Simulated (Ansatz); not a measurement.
Two isomers of C3H4Se: A = `[Se]=C1CC1`, B = `C=C1C[Se]1`.

Program: Ansatz. Geometries: PBE0-D4/def2-TZVP. ΔE: electronic, gas phase. CCSD(T)/CBS adds triple-zeta CCSD(T) − MP2 to the extrapolated MP2 energy (def2 sets, frozen cores). DFT in def2-TZVPP. B3LYP here is the variant with VWN-RPA as its local correlation; programs differ in this. For Se outer-core shells are correlated without core-valence functions, which leaves a few kJ/mol of doubt a bond. Scalar relativity is left out up to krypton.

A:

```xyz
8

Se    1.514   -2.069   -0.361
C     0.500   -0.682   -0.120
C     0.367    0.692    0.343
C    -0.819   -0.074   -0.235
H     0.817    1.478   -0.255
H     0.393    0.875    1.413
H    -1.598   -0.412    0.441
H    -1.173    0.192   -1.227
```

B:

Z-matrix (Å, degrees):
```
C
C 1 1.443
Se 1 1.989 2 64.4
H 1 1.085 2 119.0 3 104.6
H 1 1.085 2 119.0 3 -104.6
C 2 1.316 1 145.3 3 -180.0
H 6 1.082 2 121.8 1 -180.0
H 6 1.085 2 119.9 1 0.0
```

**Question.** Which isomer does CCSD(T)/CBS put lower? Give the gap. (An estimate is asked.)

**Answer.** Ansatz gave: B, by 51.0 kJ/mol.

**Question.** Give E(B) − E(A) in kJ/mol with B3LYP-D4, B2PLYP, LDA (SPW92), BLYP-D4, r2SCAN-D4, PBE0-D4, HF/def2-TZVPP. (Estimate.)

**Answer.** Ansatz gave: B3LYP-D4 -50.7, B2PLYP -49.3, LDA (SPW92) -44.3, BLYP-D4 -53.8, r2SCAN-D4 -48.4, PBE0-D4 -46.5, HF/def2-TZVPP -43.3. None reverses the order clearly.

**Question.** Does the order hold for the free energy at 298.15 K (harmonic terms from PBE0-D4)? (Best estimate.)

**Answer.** Computed: Yes: G(B) − G(A) = -52.9 kJ/mol.

Largest T1 diagnostic: 0.015.

At CCSD(T), def2-SVP lies +20.9 kJ/mol from the extrapolated value and def2-TZVPP +1.0 kJ/mol. In def2-TZVPP, CCSD(T) changes the Hartree–Fock value by −6.7 kJ/mol (the triples alone add −1.1 kJ/mol) and MP2 by −10.6 kJ/mol.
